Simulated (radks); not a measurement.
Species: the arsenic anion As3-. Configuration: [Kr].

Method: scalar-relativistic Kohn-Sham, LB94 model potential, spin-polarised, spherical densities, point nucleus; Watson sphere of charge +3 and radius 3.53 bohr; computed with a radial shooting solver on a logarithmic mesh with Libxc functionals.

Energy parts (hartree; the electron-nucleus part includes the sphere):
kinetic: 2316.18849
electron-nucleus: -5529.20703
Hartree: 1007.28461
(The LB94 potential has no energy functional, so no total or exchange-correlation energy is given.)

Orbitals (lengths in bohr, moments of r in powers of bohr):
orbital  occ.  eigenvalue (hartree)   <1/r>     <r^2>       <r^4>      <r>
1s          2             -433.8813   33.51  0.002773  0.00001977  0.04540
2s          2             -55.43745   7.377   0.04815    0.004000   0.2021
2p          6             -48.74299   7.249   0.03811    0.002909   0.1765
3s          2              -7.15540   2.370    0.4151      0.2760   0.6003
3p          6              -5.08839   2.226    0.4492      0.3463   0.6184
3d         10              -1.68113   1.922    0.5686      0.7441   0.6720
4s          2              -0.61588  0.6686     4.764       40.30    2.014
4p          6              -0.30543  0.4526     10.18       188.8    2.923

The highest occupied level is 4p at -8.311 eV. The density falls to 0.001 e/bohr^3 at r = 5.26 bohr.
